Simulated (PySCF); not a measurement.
CH5CdN (SMILES [CH3][Cd][NH2]), singlet, at a GFN2-xTB geometry (such geometries of metal compounds can be far from the true shape) (core potentials on Cd); DF-PBE/def2-QZVPP (PySCF).

PySCF was given this input:
```python
from pyscf import gto, scf, dft

mol = gto.M(
    atom='''
Cd   -0.19510590   -0.07890495   -0.01061082
C     0.06567544    1.82400132   -1.04157568
H    -0.65488347    2.57665250   -0.73138572
H     0.00645060    1.70630560   -2.12179466
H     1.06960306    2.15797924   -0.77375090
N     0.97931955   -1.38430494    1.10393394
H     1.11145848   -2.28636165    0.64403948
H     0.58316496   -1.62101140    2.01412788
''',
    basis='def2-qzvpp',
    ecp={'Cd': 'def2-qzvpp'},
    verbose=4,
    max_memory=1800,
)

mf = dft.RKS(mol)
mf.xc = 'pbe'
mf = mf.density_fit(auxbasis='def2-universal-jkfit')
mf.kernel()
```

The log (banner, timings and long lists left out):

```
PySCF version 2.14.0

[INPUT] verbose = 4
[INPUT] num. atoms = 8
[INPUT] num. electrons = 38
[INPUT] charge = 0
[INPUT] spin (= nelec alpha-beta = 2S) = 0
[INPUT] symmetry False subgroup None
[INPUT] Mole.unit = angstrom
[INPUT] Symbol           X                Y                Z      unit          X                Y                Z       unit  Magmom
[INPUT]  1 Cd    -0.195105900000  -0.078904950000  -0.010610820000 AA   -0.368696716287  -0.149108745372  -0.020051543757 Bohr   0.0
[INPUT]  2 C      0.065675440000   1.824001320000  -1.041575680000 AA    0.124108594710   3.446862945645  -1.968292773208 Bohr   0.0
[INPUT]  3 H     -0.654883470000   2.576652500000  -0.731385720000 AA   -1.237550401805   4.869167543176  -1.382118702218 Bohr   0.0
[INPUT]  4 H      0.006450600000   1.706305600000  -2.121794660000 AA    0.012189867339   3.224450268812  -4.009610799965 Bohr   0.0
[INPUT]  5 H      1.069603060000   2.157979240000  -0.773750900000 AA    2.021256845397   4.077989746097  -1.462177289636 Bohr   0.0
[INPUT]  6 N      0.979319550000  -1.384304940000   1.103933940000 AA    1.850645737932  -2.615957209482   2.086132806212 Bohr   0.0
[INPUT]  7 H      1.111458480000  -2.286361650000   0.644039480000 AA    2.100352126025  -4.320597340209   1.217058230607 Bohr   0.0
[INPUT]  8 H      0.583164960000  -1.621011400000   2.014127880000 AA    1.102022059843  -3.063267590798   3.806150073051 Bohr   0.0

nuclear repulsion = 111.659364841536
number of shells = 106
number of NR pGTOs = 434
number of NR cGTOs = 352
basis = def2-qzvpp
ecp = {'Cd': 'def2-qzvpp'}

******** <class 'pyscf.df.df_jk.DFRKS'> ********
method = DFRKS
initial guess = minao
damping factor = 0
level_shift factor = 0
DIIS = <class 'pyscf.scf.diis.CDIIS'>
diis_start_cycle = 1
diis_space = 8
diis_damp = 0
SCF conv_tol = 1e-09
SCF conv_tol_grad = None
SCF max_cycles = 50
direct_scf = False
XC library pyscf.dft.libxc version 7.1.2
    S. Lehtola, C. Steigemann, M. J. T. Oliveira, and M. A. L. Marques,  SoftwareX 7, 1–5 (2018)
XC functionals = pbe
    J. P. Perdew, K. Burke, and M. Ernzerhof,  Phys. Rev. Lett. 77, 3865 (1996)
    J. P. Perdew, K. Burke, and M. Ernzerhof,  Phys. Rev. Lett. 78, 1396 (1997)
    J. P. Perdew, K. Burke, and M. Ernzerhof,  Phys. Rev. Lett. 77, 3865 (1996)
    J. P. Perdew, K. Burke, and M. Ernzerhof,  Phys. Rev. Lett. 78, 1396 (1997)
radial grids:
    Treutler-Ahlrichs [JCP 102, 346 (1995); DOI:10.1063/1.469408] (M4) radial grids

becke partition: Becke, JCP 88, 2547 (1988); DOI:10.1063/1.454033
pruning grids: <function nwchem_prune>
grids dens level: 3
symmetrized grids: False
atomic radii adjust function: <function treutler_atomic_radii_adjust>
small_rho_cutoff = 0
Set gradient conv threshold to 3.16228e-05
Initial guess from minao.
tot grids = 99456
init E= -250.977258318281
  HOMO = -0.671138863422026  LUMO = -0.592013598943515  gap/eV = 2.15311
cycle= 1 E= -261.170999812616  delta_E= -10.2  |g|= 4.24  |ddm|= 7.16
  HOMO = 0.0835368710369488  LUMO = 0.0951120264759874  gap/eV = 0.31498
cycle= 2 E= -228.622765357309  delta_E= 32.5  |g|= 7.69  |ddm|= 36.4
  HOMO = -0.499023243820162  LUMO = -0.440843696651791  gap/eV = 1.58315
cycle= 3 E= -258.032798674358  delta_E= -29.4  |g|= 4.57  |ddm|= 36.6
  HOMO = -0.506311704951561  LUMO = -0.417418741713977  gap/eV = 2.41890
cycle= 4 E= -262.019229324622  delta_E= -3.99  |g|= 2.71  |ddm|=  3.1
  HOMO = -0.166834171191407  LUMO = -0.138051089252013  gap/eV = 0.78323
cycle= 5 E= -261.131974864355  delta_E= 0.887  |g|=  2.8  |ddm|= 3.95
  HOMO = -0.271629967399729  LUMO = -0.122170293663775  gap/eV = 4.06700
cycle= 6 E= -263.374487114091  delta_E= -2.24  |g|= 0.949  |ddm|= 2.77
  HOMO = -0.220025471935669  LUMO = -0.0911669581398975  gap/eV = 3.50642
cycle= 7 E= -263.52432747761  delta_E= -0.15  |g|= 0.205  |ddm|= 0.624
  HOMO = -0.192389727011406  LUMO = -0.0774422399200319  gap/eV = 3.12788
cycle= 8 E= -263.531200007374  delta_E= -0.00687  |g|= 0.159  |ddm|= 0.353
  HOMO = -0.198044783418695  LUMO = -0.0794513732373154  gap/eV = 3.22709
cycle= 9 E= -263.53755766771  delta_E= -0.00636  |g|= 0.0434  |ddm|= 0.126
  HOMO = -0.200807528385024  LUMO = -0.0791110429564394  gap/eV = 3.31153
cycle= 10 E= -263.537896451069  delta_E= -0.000339  |g|= 0.0115  |ddm|= 0.0291
  HOMO = -0.199995179645123  LUMO = -0.0778287474835793  gap/eV = 3.32432
cycle= 11 E= -263.537913275726  delta_E= -1.68e-05  |g|= 0.0079  |ddm|= 0.0133
  HOMO = -0.200703884903429  LUMO = -0.0781564767660878  gap/eV = 3.33468
cycle= 12 E= -263.537924346812  delta_E= -1.11e-05  |g|= 0.00256  |ddm|= 0.00609
  HOMO = -0.200428364576895  LUMO = -0.0781366430990253  gap/eV = 3.32773
cycle= 13 E= -263.537926079033  delta_E= -1.73e-06  |g|= 0.000415  |ddm|= 0.00243
  HOMO = -0.200468397296182  LUMO = -0.0781624136815466  gap/eV = 3.32812
cycle= 14 E= -263.537926110091  delta_E= -3.11e-08  |g|= 7.62e-05  |ddm|= 0.000254
  HOMO = -0.200475235170552  LUMO = -0.0781601678039827  gap/eV = 3.32836
cycle= 15 E= -263.537926110534  delta_E= -4.43e-10  |g|= 5.82e-05  |ddm|= 0.000114
  HOMO = -0.200470955525404  LUMO = -0.0781603616372024  gap/eV = 3.32824
cycle= 16 E= -263.537926111442  delta_E= -9.08e-10  |g|= 3.87e-06  |ddm|= 4.76e-05
  HOMO = -0.20046990366075  LUMO = -0.0781603562904785  gap/eV = 3.32821
Extra cycle  E= -263.537926111426  delta_E= 1.56e-11  |g|= 8.63e-06  |ddm|= 1.42e-05
converged SCF energy = -263.537926111426
```
